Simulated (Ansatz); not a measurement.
```yaml
crystal:
  periodic: [false, false, false]
  atoms:
    - {symbol: F, position_ang: [-1.679806, 0.548062, 1.058867]}
    - {symbol: C, position_ang: [-0.533601, 0.852936, 0.372444]}
    - {symbol: C, position_ang: [-0.475039, 0.136243, -0.985794]}
    - {symbol: C, position_ang: [0.394103, -0.980297, -0.355912]}
    - {symbol: C, position_ang: [0.640105, -0.041129, 0.818515]}
    - {symbol: F, position_ang: [1.811601, 0.635318, 0.695169]}
    - {symbol: F, position_ang: [0.592133, -0.549814, 2.057089]}
    - {symbol: H, position_ang: [-0.366099, 1.930452, 0.415870]}
    - {symbol: H, position_ang: [-1.447699, -0.158794, -1.375303]}
    - {symbol: H, position_ang: [0.057803, 0.722492, -1.734078]}
    - {symbol: H, position_ang: [-0.198931, -1.838881, -0.041982]}
    - {symbol: H, position_ang: [1.282329, -1.311789, -0.890785]}
basis:
  gaussian: {orbitals: aug-cc-pVDZ, nuclear_model: gaussian}
hamiltonian: {xc: {name: HF}}
correlation: {active_space: {window: {electrons: 6, orbitals: 2}}}
```

```sh
$ ansatz run in.yaml --threads 4 --pin off --events-out ev --progress --plain --max-ram 11315MiB
```

Shortened log:

```
Functional definition: HF
2002 factors; integrals over basis functions are off by at most 4.5e-4 eV
mean field evaluation 1: about -12315.0335 eV, gradient 4.2e1 eV
mean field evaluation 2: about -12315.0711 eV, gradient 4.2e1 eV
mean field evaluation 4: about -12319.2722 eV, gradient 4.3e0 eV
mean field evaluation 8: about -12319.3346 eV, gradient 2.9e-1 eV
mean field -12319.33490870 eV, -452.7272075498 hartree, gradient 2.7e-6 eV, S^2 0.000000; 0 other end points of the search recorded, 0 dependent functions left out
reference -12319.33490870 eV, -452.7272075498 hartree; 28, 28 occupied and 178, 178 virtual orbitals, 2002 factors
Error: 6 electrons in 2 orbitals form no window around the highest filled level of the reference
```

(1) What is wrong with this run?

Results:

(1) The active space doesn't fit the electrons. The run stopped with an error.
